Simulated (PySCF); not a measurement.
**Si(OAc)H3 in a uniform electric field**

Compound: Si(OAc)H3, C2H6O2Si.
Geometry (PBE0-D3(BJ)/def2-SVP, Å), atoms numbered from 1 in this order:
```xyz
11
C2H6O2Si angstrom
Si    -0.3200   -0.6288   -1.8721
O     -0.3265   -0.6107   -0.1537
C      0.2526    0.4453    0.4341
C      0.2066    0.3781    1.9286
O      0.7489    1.3327   -0.2140
H      0.6666    1.2741    2.3589
H      0.7363   -0.5231    2.2710
H     -0.8369    0.2840    2.2624
H      1.0736   -0.6610   -2.3881
H     -1.0852    0.5273   -2.4086
H     -1.0181   -1.9034   -2.1874
```

Level: wB97X-D/def2-SVPD (PySCF); nuclei fixed, core orbitals frozen in the response. Permanent dipole (-0.719, -1.301, 0.996) D (1 au = 2.5417 D). Static polarisability (au):

```
x   50.96  4.17  1.80
y    4.17 56.28  3.43
z    1.80  3.43 65.71
```

Only the terms in μ and α are kept: μ(F) = μ + αF and ΔE = −μ·F − ½ F·αF.

Problem. A field of 0.008 au (0.411 V/Å) is applied along each axis in both senses. Find the induced dipole, the size of the total dipole and the two energy terms.

Solution. 
| field along | induced x (D) | induced y (D) | induced z (D) | total size (D) | −μ·F (kJ/mol) | −½F·αF (kJ/mol) |
| --- | --- | --- | --- | --- | --- | --- |
| +x | 1.036 | 0.085 | 0.037 | 1.627 | +5.942 | -4.281 |
| −x | -1.036 | -0.085 | -0.037 | 2.433 | -5.942 | -4.281 |
| +y | 0.085 | 1.144 | 0.070 | 1.250 | +10.751 | -4.728 |
| −y | -0.085 | -1.144 | -0.070 | 2.736 | -10.751 | -4.728 |
| +z | 0.037 | 0.070 | 1.336 | 2.724 | -8.231 | -5.521 |
| −z | -0.037 | -0.070 | -1.336 | 1.602 | +8.231 | -5.521 |

Problem. For the field (-0.0056, 0.0048, -0.0008) au, what is the induced dipole, and what angle does it make with the field?

Solution. αF = (-0.678, 0.620, -0.117) D, at 2.1° to the field. The polarisability along this direction, F·αF/F², is 49.10 au, against a mean of 57.65 au.

Problem. At what field along the permanent dipole would the induced dipole along it equal the permanent one, in this linear picture?

Solution. The polarisability along the dipole is 57.20 au, so F = 0.7040 au / 57.20 au = 0.0123 au = 0.63 V/Å; higher-order terms are ignored.

Problem. What field makes μF equal to kT at 400 K?

Solution. kT = 1.2667 × 10⁻³ Eh, so F = 0.0018 au = 9.25 MV/cm.

Problem. A unit point charge sits 6 Å away. Estimate the induction energy −αe²/2R⁴ with the mean polarisability, treating the molecule as a point.

Solution. R = 11.34 bohr, so the energy is −57.7/(2 × 11.34⁴) Eh = -4.58 kJ/mol. The charge–dipole term at its most favourable orientation, −μe/R², is -14.4 kJ/mol.

Isolated species at its PBE0-D3(BJ)/def2-SVP geometry (one conformer only).

The pairwise dispersion term of wB97X-D wasn't added to the energies; at a given geometry it leaves orbitals and properties as they are.
